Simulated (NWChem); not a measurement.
System: Si₂H₄SCl₂; SMILES Cl[SiH2]S[SiH2]Cl

NWChem input:

```
start job
memory heap 200 mb stack 900 mb global 1100 mb
geometry units angstroms
  Si    -2.087601    -0.116038     0.176816
  Cl    -1.980743     1.777327     0.835621
  S     -0.331810    -0.664778    -0.934284
  Si     1.313689    -0.254573     0.398529
  Cl     2.976163    -0.850797    -0.525659
  H     -2.197921    -0.998918     1.327107
  H     -3.145570    -0.270004    -0.801006
  H      1.099111    -1.022653     1.615973
  H      1.351946     1.177035     0.645680
end
basis spherical
  * library 6-31g*
end
dft
  xc b3lyp
  iterations 150
end
driver
  maxiter 120
end
task dft optimize
task dft freq
```

The level has its own optimisation; frequencies are unscaled.

Problem. Predict the main results of this run. (B3LYP/6-31G* (spherical d).) Quantities: r Cl–Si (Å); r S–Si (Å); r H–Si (Å); highest harmonic frequency (cm⁻¹); lowest (cm⁻¹); zero-point energy (kcal/mol); dipole (D).

Solution. 
```
Item                               Value
---------------------------------  -----
r Cl–Si (Å)                        2.078
r S–Si (Å)                         2.152
r H–Si (Å)                         1.478
highest harmonic frequency (cm⁻¹)   2316
lowest (cm⁻¹)                         21
zero-point energy (kcal/mol)        25.8
dipole (D)                          0.08
```
